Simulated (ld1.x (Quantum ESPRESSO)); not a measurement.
## Reading a pseudo-wave (manganese)

Columns: radius, all-electron u(r) and pseudo u(r) of the 4s shell (level -5.79 eV) of manganese in the configuration [Ar] 3d5 4s1.5 4p0.5; BP86, scalar-relativistic, TM scheme, ld1.x (Quantum ESPRESSO) 7.5.

| r (bohr) | all-electron | pseudo |
| --- | --- | --- |
| 0.133 | -0.1238 | -0.0192 |
| 0.266 | -0.1056 | -0.0391 |
| 0.399 | 0.1033 | -0.0605 |
| 0.532 | 0.2457 | -0.0844 |
| 0.665 | 0.2737 | -0.1115 |
| 0.798 | 0.2159 | -0.1428 |
| 0.931 | 0.1113 | -0.1789 |
| 1.064 | -0.0108 | -0.2205 |
| 1.197 | -0.1324 | -0.2675 |
| 1.330 | -0.2438 | -0.3194 |
| 1.463 | -0.3405 | -0.3744 |
| 1.596 | -0.4213 | -0.4301 |
| 1.729 | -0.4863 | -0.4833 |
| 1.862 | -0.5368 | -0.5306 |
| 1.995 | -0.5743 | -0.5693 |
| 2.128 | -0.6005 | -0.5978 |
| 2.261 | -0.6168 | -0.6158 |
| 2.394 | -0.6248 | -0.6246 |
| 2.527 | -0.6257 | -0.6257 |
| 2.660 | -0.6209 | -0.6209 |
| 2.793 | -0.6112 | -0.6112 |
| 2.926 | -0.5978 | -0.5978 |
| 3.059 | -0.5813 | -0.5813 |
| 3.192 | -0.5624 | -0.5624 |
| 3.325 | -0.5418 | -0.5418 |
| 3.458 | -0.5200 | -0.5200 |

Problem. How many radial nodes do the two functions have?

Solution. The all-electron 4s function has n − l − 1 = 3 (the table is too coarse to show those close to the nucleus); the pseudo-wave has 0, since the states of the same l below it are removed with the core.

Problem. At about which radius was the pseudo-wave matched?

Solution. 2.66 bohr. The columns agree to 0.0005 from 2.39 bohr on; several derivatives are matched, so the curves merge somewhat inside the radius.

Problem. Is the pseudo-wave norm-conserving?

Solution. Yes: the TM scheme keeps the norm inside the radius equal to the all-electron one, which fixes the energy derivative of the logarithmic derivative at the level.
